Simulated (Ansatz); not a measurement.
Consider the ligand exchange at the Sn–C bond: `[CH3][Sn][Br]` + H–F → `[F][Sn][Br]` + CH₄.

Gas-phase electronic energies from Ansatz, PBE0-D4/def2-TZVP geometries. CCSD(T)/CBS adds triple-zeta CCSD(T) − MP2 to the extrapolated MP2 energy (def2 sets, frozen cores). This one scheme is used for every species. def2 core potentials past Kr. For Br, Sn outer-core shells are correlated without core-valence functions, which leaves a few kJ/mol of doubt a bond. Scalar relativity is left out up to krypton.

| species | CCSD(T)/CBS(def2) energy (Eh) |
| --- | --- |
| `[CH3][Sn][Br]` | -2827.25518 |
| H–F | -100.39570 |
| `[F][Sn][Br]` | -2887.23951 |
| CH₄ | -40.46206 |

(1) Work out ΔE.

Largest T1 diagnostic among the species: 0.014.

Answers

(1) ΔE = (-2887.23951) + (-40.46206) − (-2827.25518) − (-100.39570) = -0.05069 Eh = -133.1 kJ/mol.

From PBE to PBE0 (25 % exact exchange), in def2-TZVPP and without D4, ΔE moves by +9.8 kJ/mol. In def2-TZVPP, CCSD(T) changes the Hartree–Fock value by +17.8 kJ/mol (the triples alone add +0.4 kJ/mol) and MP2 by +18.6 kJ/mol. The D4 term adds +6.6 kJ/mol with B3LYP and +3.5 kJ/mol with PBE0; it sums over pairs of atoms, weighted by their polarisabilities, and B3LYP, whose exchange is more repulsive, gets the larger term.

B3LYP here is the variant with VWN-RPA as its local correlation; programs differ in this.
